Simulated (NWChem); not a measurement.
All runs are NWChem calculations. System: H$_{4}$N$_{2}$Si, charge 0, spin multiplicity 1, at a geometry optimised with PBE0/def2-SVP. The structure started from a generated list of species. Level: CIS/def2-SVPD.

Output (cleaned and shortened):

```
             Northwest Computational Chemistry Package (NWChem) 7.3.0
             --------------------------------------------------------

                                NWChem Input Module
                                -------------------

 Scaling coordinates for geometry "geometry" by  1.889725989
 (inverse scale =  0.529177249)

 Turning off AUTOSYM since
 SYMMETRY directive was detected!

                             Geometry "geometry" -> ""
                             -------------------------

 Output coordinates in angstroms (scale by  1.889725989 to convert to a.u.)

  No.       Tag          Charge          X              Y              Z
 ---- ---------------- ---------- -------------- -------------- --------------
    1 Si                  14.0000     0.00000000     0.00000000    -0.66646400
    2 N                    7.0000     1.32452200     0.00000000     0.44352700
    3 H                    1.0000     1.29102000     0.00000000     1.45913600
    4 H                    1.0000     2.27837200     0.00000000     0.10142500
    5 N                    7.0000    -1.32452200     0.00000000     0.44352700
    6 H                    1.0000    -2.27837200     0.00000000     0.10142500
    7 H                    1.0000    -1.29102000     0.00000000     1.45913600

 Effective nuclear repulsion energy (a.u.)     102.4444717127

            Nuclear Dipole moment (a.u.)
            ----------------------------
        X                 Y               Z
 ---------------- ---------------- ----------------
     0.0000000000     0.0000000000     0.0000075589

      Symmetry information
      --------------------

 Group name             C2v
 Group number             16
 Group order               4
 No. of unique centers     4

      Symmetry unique atoms

     1    2    3    4


 Summary of "ao basis" -> "" (spherical)
 ------------------------------------------------------------------------------
       Tag                 Description            Shells   Functions and Types
 ---------------- ------------------------------  ------  ---------------------
 *                         def2-svpd                  on all atoms

  xc_inp: hfexch multiplicative factor not found.

                                 NWChem DFT Module
                                 -----------------

 Summary of "ao basis" -> "ao basis" (spherical)
 ------------------------------------------------------------------------------
       Tag                 Description            Shells   Functions and Types
 ---------------- ------------------------------  ------  ---------------------
 Si                        def2-svpd                10       24   5s3p2d
 N                         def2-svpd                 8       20   4s2p2d
 H                         def2-svpd                 4        8   2s2p

 Summary of "ao basis" -> "ao basis" (spherical)
 ------------------------------------------------------------------------------
       Tag                 Description            Shells   Functions and Types
 ---------------- ------------------------------  ------  ---------------------
 Si                        def2-svpd                10       24   5s3p2d
 N                         def2-svpd                 8       20   4s2p2d
 H                         def2-svpd                 4        8   2s2p

      Symmetry analysis of basis
      --------------------------

        a1         38
        a2         12
        b1         31
        b2         15

            General Information
            -------------------
          SCF calculation type: DFT
          Wavefunction type:  closed shell.
          No. of atoms     :     7
          No. of electrons :    32
           Alpha electrons :    16
            Beta electrons :    16
          Charge           :     0
          Spin multiplicity:     1
          Use of symmetry is: off; symmetry adaption is: on
          Maximum number of iterations: 100
          AO basis - number of functions:    96
                     number of shells:    42
          Convergence on energy requested:  1.00D-06
          Convergence on density requested:  1.00D-05
          Convergence on gradient requested:  5.00D-04

              XC Information
[...]
         |d_h->e| =   0.2831 Angstrom
            d_exc =   2.3087 Angstrom
            d_CD1 =   0.5155 Angstrom
            d_CD2 =  -1.3633 Angstrom
            d_CD3 =   2.5918 Angstrom
     Pearson C.C. =   0.0367

     Occ.   10  a1  ---  Virt.   18  b2       0.05625
     Occ.   14  b2  ---  Virt.   23  a1      -0.06393
     Occ.   15  a2  ---  Virt.   19  b1      -0.08240
     Occ.   16  a1  ---  Virt.   18  b2      -0.97361
     Occ.   16  a1  ---  Virt.   25  b2      -0.10674
     Occ.   16  a1  ---  Virt.   45  b2       0.05435
  ----------------------------------------------------------------------------
  Root   2 singlet b1             0.254667307 a.u.                6.9299 eV
  ----------------------------------------------------------------------------
     Transition Moments    X  1.37491   Y -0.00000   Z  0.00000
     Transition Moments   XX -0.00000  XY  0.00000  XZ -3.35832
     Transition Moments   YY -0.00000  YZ -0.00000  ZZ -0.00000
     Dipole Oscillator Strength                    0.3209451612
     Electric Quadrupole                           0.0000009920
     Magnetic Dipole                               0.0000053480
     Total Oscillator Strength                     0.3209515012

          sigma_e =   2.5292 Angstrom
          sigma_h =   1.5325 Angstrom
         |d_h->e| =   0.0616 Angstrom
            d_exc =   2.9014 Angstrom
            d_CD1 =   1.0583 Angstrom
            d_CD2 =  -1.9692 Angstrom
            d_CD3 =   2.9630 Angstrom
     Pearson C.C. =   0.0427

     Occ.   15  a2  ---  Virt.   18  b2       0.21086
     Occ.   15  a2  ---  Virt.   25  b2       0.07489
     Occ.   16  a1  ---  Virt.   19  b1      -0.90775
     Occ.   16  a1  ---  Virt.   22  b1       0.30613
     Occ.   16  a1  ---  Virt.   24  b1       0.10639
     Occ.   16  a1  ---  Virt.   33  b1       0.07989
  ----------------------------------------------------------------------------
  Root   3 singlet a1             0.267137258 a.u.                7.2692 eV
  ----------------------------------------------------------------------------
     Transition Moments    X  0.00000   Y -0.00000   Z -0.11998
     Transition Moments   XX  1.24408  XY  0.00000  XZ -0.00000
     Transition Moments   YY  2.73332  YZ  0.00000  ZZ  1.77476
     Dipole Oscillator Strength                    0.0025634995
     Electric Quadrupole                           0.0000000578
     Magnetic Dipole                               0.0000000000
     Total Oscillator Strength                     0.0025635573

          sigma_e =   3.1551 Angstrom
          sigma_h =   1.4967 Angstrom
         |d_h->e| =   0.6888 Angstrom
            d_exc =   3.5354 Angstrom
            d_CD1 =   2.3472 Angstrom
            d_CD2 =  -1.6370 Angstrom
            d_CD3 =   4.2243 Angstrom
     Pearson C.C. =   0.0180

     Occ.   14  b2  ---  Virt.   18  b2       0.12028
     Occ.   16  a1  ---  Virt.   17  a1       0.93453
     Occ.   16  a1  ---  Virt.   20  a1       0.28774
     Occ.   16  a1  ---  Virt.   23  a1      -0.08142
     Occ.   16  a1  ---  Virt.   27  a1      -0.05883
     Occ.   16  a1  ---  Virt.   29  a1      -0.06315
     Occ.   16  a1  ---  Virt.   37  a1      -0.05660
  ----------------------------------------------------------------------------
  Root   4 singlet a2             0.282630326 a.u.                7.6908 eV
  ----------------------------------------------------------------------------
     Transition Moments    X  0.00000   Y -0.00000   Z  0.00000
     Transition Moments   XX -0.00000  XY -2.38927  XZ  0.00000
     Transition Moments   YY -0.00000  YZ -0.00000  ZZ -0.00000
     Dipole Oscillator Strength                    0.0000000000
     Electric Quadrupole                           0.0000006863
     Magnetic Dipole                               0.0000018285
     Total Oscillator Strength                     0.0000025148

          sigma_e =   2.8164 Angstrom
          sigma_h =   1.6531 Angstrom
         |d_h->e| =   0.6254 Angstrom
            d_exc =   2.7781 Angstrom
            d_CD1 =   1.7886 Angstrom
            d_CD2 =  -1.6094 Angstrom
            d_CD3 =   3.4035 Angstrom
     Pearson C.C. =   0.3585

     Occ.   14  b2  ---  Virt.   19  b1      -0.35045
     Occ.   14  b2  ---  Virt.   22  b1      -0.13646
     Occ.   14  b2  ---  Virt.   34  b1       0.05412
     Occ.   14  b2  ---  Virt.   41  b1       0.08726
     Occ.   15  a2  ---  Virt.   17  a1       0.85665
     Occ.   15  a2  ---  Virt.   20  a1      -0.25460
     Occ.   15  a2  ---  Virt.   21  a1      -0.05249
     Occ.   15  a2  ---  Virt.   27  a1      -0.07394
     Occ.   15  a2  ---  Virt.   29  a1      -0.08773
     Occ.   15  a2  ---  Virt.   37  a1      -0.09018
     Occ.   15  a2  ---  Virt.   38  a1       0.12271
  ----------------------------------------------------------------------------
  Root   5 singlet b1             0.286080538 a.u.                7.7847 eV
  ----------------------------------------------------------------------------
     Transition Moments    X -1.20651   Y -0.00000   Z -0.00000
     Transition Moments   XX  0.00000  XY -0.00000  XZ -1.47027
     Transition Moments   YY -0.00000  YZ -0.00000  ZZ  0.00000
     Dipole Oscillator Strength                    0.2776237191
     Electric Quadrupole                           0.0000002695
     Magnetic Dipole                               0.0000021439
     Total Oscillator Strength                     0.2776261325

          sigma_e =   1.9008 Angstrom
          sigma_h =   1.6859 Angstrom
         |d_h->e| =   1.0261 Angstrom
            d_exc =   2.6440 Angstrom
            d_CD1 =   1.2410 Angstrom
            d_CD2 =  -0.7673 Angstrom
            d_CD3 =   3.6701 Angstrom
     Pearson C.C. =   0.0807

     Occ.   14  b2  ---  Virt.   26  a2       0.05552
     Occ.   14  b2  ---  Virt.   30  a2      -0.05306
     Occ.   15  a2  ---  Virt.   18  b2       0.95062
     Occ.   15  a2  ---  Virt.   25  b2       0.06262
     Occ.   15  a2  ---  Virt.   28  b2      -0.07063
     Occ.   15  a2  ---  Virt.   32  b2       0.05495
     Occ.   16  a1  ---  Virt.   19  b1       0.21916
  ----------------------------------------------------------------------------
  Root   6 singlet a1             0.291852946 a.u.                7.9417 eV
  ----------------------------------------------------------------------------
     Transition Moments    X  0.00000   Y  0.00000   Z -1.57986
     Transition Moments   XX -0.46526  XY -0.00000  XZ  0.00000
     Transition Moments   YY -0.22278  YZ -0.00000  ZZ  5.88727
     Dipole Oscillator Strength                    0.4856353179
     Electric Quadrupole                           0.0000017153
     Magnetic Dipole                               0.0000000000
     Total Oscillator Strength                     0.4856370332

          sigma_e =   2.8662 Angstrom
          sigma_h =   1.4812 Angstrom
         |d_h->e| =   0.1612 Angstrom
            d_exc =   3.1667 Angstrom
            d_CD1 =   1.5462 Angstrom
            d_CD2 =  -2.0125 Angstrom
            d_CD3 =   3.3279 Angstrom
     Pearson C.C. =   0.0479

     Occ.   16  a1  ---  Virt.   17  a1      -0.18561
     Occ.   16  a1  ---  Virt.   20  a1       0.79686
     Occ.   16  a1  ---  Virt.   23  a1       0.54697
     Occ.   16  a1  ---  Virt.   27  a1       0.06880
     Occ.   16  a1  ---  Virt.   35  a1      -0.07365
     Occ.   16  a1  ---  Virt.   37  a1       0.05676

              Target root =      1
          Target symmetry = none
      Ground state energy =   -400.028977497086
        Excitation energy =      0.206977251142
     Excited state energy =   -399.822000245944

  stored tddft:energy   -399.82200024594403

 Task  times  cpu:       16.5s     wall:       16.5s

 Total times  cpu:       16.5s     wall:       16.5s
```

### Question
Write an NWChem input that would produce this output.

### Answer
This is not unique; one that fits is 
```
start mol
memory heap 200 mb stack 900 mb global 1100 mb
geometry units angstroms nocenter noautoz
  Si     0.000000     0.000000    -0.666464
  N      1.324522     0.000000     0.443527
  H      1.291020     0.000000     1.459136
  H      2.278372     0.000000     0.101425
  N     -1.324522     0.000000     0.443527
  H     -2.278372     0.000000     0.101425
  H     -1.291020     0.000000     1.459136
  symmetry group C2v
end
basis spherical
  * library def2-svpd
end
dft
  xc hfexch
  semidirect memsize 60000000 filesize 0
  iterations 100
end
tddft
  cis
  nroots 6
  notriplet
  thresh 1e-4
end
task tddft energy
```
